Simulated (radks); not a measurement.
Excited configurations of K II: one electron is placed in a higher orbital outside [Ne] 3s2 3p5. The ground configuration is [Ar]. Calculated with a radial shooting solver on a logarithmic mesh with Libxc functionals: non-relativistic Kohn-Sham, PBEsol, spin-polarised, spherical densities, point nucleus; open shells are filled with parallel spins first. Excitation = E - E(ground); binding = E(ion) - E, where the ion is the core of charge +2; n* = 2/sqrt(2 binding) in atomic units, and the quantum defect is n - n*.

outer orbital  excitation (eV)  binding (eV)     n*  quantum defect  eigenvalue (eV)  <r> (bohr)
3d                      20.904        10.681  2.257           0.743           -6.118       2.365
4s                      20.113        11.472  2.178           1.822           -8.991       3.714
4p                      22.959         8.626  2.512           1.488           -6.636       4.478
4f                      28.031         3.554  3.913           0.087           -2.581       8.651
5d                      28.408         3.176  4.139           0.861           -2.487       11.99
6f                      29.884         1.700  5.657           0.343           -1.350       22.36
7p                      29.624         1.960  5.269           1.731           -1.602       21.56

The Delta-SCF ionisation energy is 31.585 eV (NIST Atomic Spectra Database: 31.625 eV, measured). Self-interaction in the functional shifts the binding energies and quantum defects, so they are the method's values and not measured ones. Open shells are spherical and high-spin; term and fine-structure splittings are not resolved.
